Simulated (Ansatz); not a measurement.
The same atomization along the group F, Cl, Br.

Gas-phase electronic energies from Ansatz, PBE0-D4/def2-TZVP geometries. CCSD(T)/CBS is the MP2 limit (def2-TZVPP, def2-QZVPP) plus CCSD(T) − MP2 in def2-TZVPP, frozen cores. This one scheme is used for every species, atoms too. For atomizations the MP2-based limit and the directly extrapolated one differ by several kJ/mol either way, and by 10 to 25 for some Ge, Se and Sn compounds, so smaller differences from it don't rank the levels. Functionals use def2-TZVPP. No spin–orbit coupling; open shells (•) take unrestricted orbitals. Spin–orbit coupling would lower the free atoms: a little for Al, Cl, F, O, Si; clearly for Br. For Br outer-core shells are correlated without core-valence functions, so the limit isn't a true one: a few kJ/mol of doubt a bond, and 10 to 20 or more in all where bonds break to atoms. Scalar relativity is left out up to krypton. Each species was taken in one conformer, which may not be the lowest.

| reaction | CCSD(T)/def2-SVP (kJ/mol) | ωB97M-V (kJ/mol) | CCSD(T)/CBS(def2) (kJ/mol) |
| --- | --- | --- | --- |
| `[OH][Al]([F])[SiH3]` → Al• + F• + 4 H• + O• + Si• | 2534 | 2717 | 2741 |
| `[OH][Al]([SiH3])[Cl]` → Al• + Cl• + 4 H• + O• + Si• | 2380 | 2564 | 2576 |
| `[OH][Al]([SiH3])[Br]` → Al• + Br• + 4 H• + O• + Si• | 2332 | 2500 | 2528 |

Largest T1 diagnostic: 0.018, for Al•.
